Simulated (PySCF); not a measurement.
Zn(SH) (HSZn), SMILES [SH][Zn] (connectivity only; charge and spin as stated), neutral, multiplicity 2. Geometry: B3LYP-D3(BJ)/def2-TZVP. The multiplicity is an assumed one; other spin states were not compared. The isomer is the one that the SMILES or the coordinates give; other isomers of the formula were not compared.

Method: B3LYP-D3(BJ)/def2-TZVP (PySCF).

Harmonic wavenumbers (cm⁻¹): 301, 572, 2657. Rotational constants (GHz): 285.9, 4.403, 4.336; symmetry number 1.

Q: Work out the zero-point energy and the ideal-gas rigid-rotor harmonic-oscillator thermochemistry at 298.15 K and 1 atm.

A: ZPE = ½ Σ hcν = ½ × 3530 cm⁻¹ = 5.05 kcal/mol. H − E(el) = 7.79 kcal/mol. Entropy in cal/(mol K): translation 39.67, rotation 21.60, vibration 1.91, spin 1.38, total 64.57. G − E(el) = -11.46 kcal/mol. Cp = 10.71 cal/(mol K).
